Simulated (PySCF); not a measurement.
A structure optimised at PBE-D3(BJ)/def2-SVP, used in a PySCF frequency run:

```xyz
16

C     -1.0712    -1.9877     0.5047
Si    -0.8299    -0.1717     0.0894
N     -0.9299     0.7429     1.5667
Cl    -2.3127     0.3279    -1.3422
Si     1.2738     0.3130    -0.8333
Si     2.8217     0.1775     0.9332
H     -2.0585    -2.1461     0.9860
H     -1.0388    -2.6048    -0.4144
H     -0.2790    -2.3331     1.1991
H     -0.7315     1.7470     1.5316
H     -1.7225     0.5694     2.1937
H      1.2932     1.6985    -1.4275
H      1.6110    -0.6751    -1.9204
H      2.5698     1.2988     1.9057
H      4.2501     0.2649     0.4617
H      2.6392    -1.1311     1.6570
```
Charge 0, spin multiplicity 1.

**Question.** Write its SMILES and formula.

**Answer.** C[Si@](N)(Cl)[SiH2][SiH3], CH10ClNSi3

**Question.** What are its rotational constants (standard atomic weights)?

**Answer.** 2.3005, 0.75835, 0.69608 GHz
